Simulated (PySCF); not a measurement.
C3H7ClOSi.
Atom-mapped SMILES: `[CH3:1]/[CH:2]=[C:3](\[Cl:4])[O:5][SiH3:6]` (hydrogens: H7, H8, H9 on C1; H10 on C2; H11, H12, H13 on Si6)

A GFN2-xTB structure was refined with PySCF, PBE0-D3(BJ)/def2-SVP geometry optimisation, gas phase. Its GFN2-xTB values:

```
  coordinate  GFN2-xTB
       C1–C2   1.504 Å
       C1–H7   1.084 Å
       C2=C3   1.342 Å
      C2–H10   1.085 Å
      C3–Cl4   1.739 Å
       C3–O5   1.313 Å
      O5–Si6   1.644 Å
     Si6–H11   1.451 Å
    C1–C2–C3    127.6°
   C2–C3–Cl4    120.0°
    C2–C3–O5    123.0°
   C3–O5–Si6    130.9°
   Cl4–C3–O5    117.0°
C2–C3–O5–Si6      179°
```

Q: How do these coordinates change at the PBE0-D3(BJ)/def2-SVP level?

A: 
| coordinate | PBE0-D3(BJ)/def2-SVP (Å or °) | change |
| --- | --- | --- |
| O5–Si6 | 1.690 | +0.046 |
| Si6–H11 | 1.489 | +0.038 |
| C3–O5 | 1.335 | +0.022 |
| C1–H7 | 1.103 | +0.019 |
| C3–Cl4 | 1.757 | +0.018 |
| C1–C2 | 1.488 | -0.016 |
| C2–H10 | 1.094 | +0.009 |
| C2=C3 | 1.336 | -0.006 |
| Cl4–C3–O5 | 114.3 | -2.7 |
| C2–C3–Cl4 | 122.0 | +2.0 |
| C3–O5–Si6 | 129.4 | -1.5 |
| C2–C3–O5 | 123.7 | +0.7 |
| C1–C2–C3 | 127.0 | -0.6 |
| C2–C3–O5–Si6 | 176 | -3 |

The energy falls by 0.180 eV over 8 energy and gradient evaluations, the largest force component goes from 0.0312 to 3.0e-04 Eh/bohr, and the atoms move by 0.075 Å rms after alignment. The bond that changes most is O5–Si6 (silyl ether oxygen to oxygen-bound silicon), which lengthens by 0.046 Å. Bonds longer at the end by more than 0.005 Å: 9 of 12; shorter: 3. Rotational constants go from 4424, 1402, 1085 to 4411, 1388, 1076 MHz.

The run used 127 basis functions and 53 SCF cycles in all.

Not checked by PBE0-D3(BJ)/def2-SVP frequencies. The numbers are those of one conformer.

Shape of the structure used: `[CH3:1]/[CH:2]=[C:3](\[Cl:4])[O:5][SiH3:6]`: C2–C3–O5–Si6 176°.
